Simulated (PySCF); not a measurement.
Species: C7H12O.
Numbering: `[CH3:1][C@:2]12[CH2:3][CH2:4][C@H:5]([CH2:6][CH2:7]1)[O:8]2`

Cartesian coordinates in Å at the GFN2-xTB level; atoms count from 1:
```
atom  x, y, z in Å
C1    -1.5688    1.5219    0.5707
C2    -0.5101    0.4988    0.2229
C3     0.6593    1.0275   -0.6404
C4     1.7740    0.0295   -0.2843
C5     1.0354   -0.8813    0.7157
C6     0.0776   -1.7959   -0.0712
C7    -1.0321   -0.7973   -0.4414
O8     0.1609    0.0060    1.3795
H9    -2.3225    1.0737    1.2125
H10   -1.1172    2.3562    1.1010
H11   -2.0416    1.8864   -0.3376
H12    0.4143    1.0359   -1.7001
H13    0.9205    2.0401   -0.3350
H14    2.1451   -0.5250   -1.1435
H15    2.6123    0.5260    0.2020
H16    1.6749   -1.3920    1.4332
H17    0.5584   -2.2447   -0.9375
H18   -0.2987   -2.5903    0.5717
H19   -1.9885   -1.0842   -0.0057
H20   -1.1584   -0.6806   -1.5156
```

NICS = −σ at a ghost point: NICS(0) at the centroid of the ring atoms, NICS(1) 1 Å to either side along the normal of their mean plane, zz for the tensor component along that normal. Level: GIAO PBE0/pcSseg-1 (PySCF, non-relativistic, gas phase) on the GFN2-xTB geometry, one conformer.

Ring bond lengths (Å), with Mayer bond orders in brackets: C2–C3 1.547 (0.97), C3–C4 1.538 (1.04), C4–C5 1.541 (0.99), C5–O8 1.412 (0.92), O8–C2 1.425 (0.88); C2–C7 1.547 (0.97), C7–C6 1.538 (1.04), C6–C5 1.541 (0.99), C5–O8 1.412 (0.92), O8–C2 1.425 (0.88).

Task: Give the NICS values of each ring in ppm.

Result: 
```
          ring                                             type  NICS(0)  NICS(1), two faces  NICS(1)zz, two faces  rms pucker (Å)  centre to ring atoms, mean (Å)
C2–C3–C4–C5–O8  5-membered ring with O; formal bonds all single     -8.9         -4.5 / -7.6          -7.3 / -10.8            0.24                            1.23
C2–C7–C6–C5–O8  5-membered ring with O; formal bonds all single     -8.9         -7.6 / -4.5          -10.9 / -7.3            0.24                            1.23
```

Task: What can be read from them?

Result: 
- C2–C3–C4–C5–O8: mean NICS(1)zz -9.1 ppm, shielded. C2, C3, C4, C5 have four or more neighbours, and the NICS criterion for π rings isn't applied. The two faces differ by 3.5 ppm, so no symmetry operation interchanges them.
- C2–C7–C6–C5–O8: mean NICS(1)zz -9.1 ppm, shielded. C2, C5, C6, C7 have four or more neighbours, and the NICS criterion for π rings isn't applied. The two faces differ by 3.6 ppm, so no symmetry operation interchanges them.

Task: List the ring angles and the Hirshfeld charges of the ring atoms.

Result: 
- C2–C3–C4–C5–O8: C2 102.4° (+0.085 e), C3 101.4° (-0.082 e), C4 100.7° (-0.082 e), C5 103.3° (+0.038 e), O8 97.3° (-0.151 e); sum 505.2° against 540° for a flat convex ring.
- C2–C7–C6–C5–O8: C2 102.6° (+0.085 e), C7 101.4° (-0.082 e), C6 100.7° (-0.082 e), C5 103.2° (+0.038 e), O8 97.3° (-0.151 e); sum 505.2° against 540° for a flat convex ring.
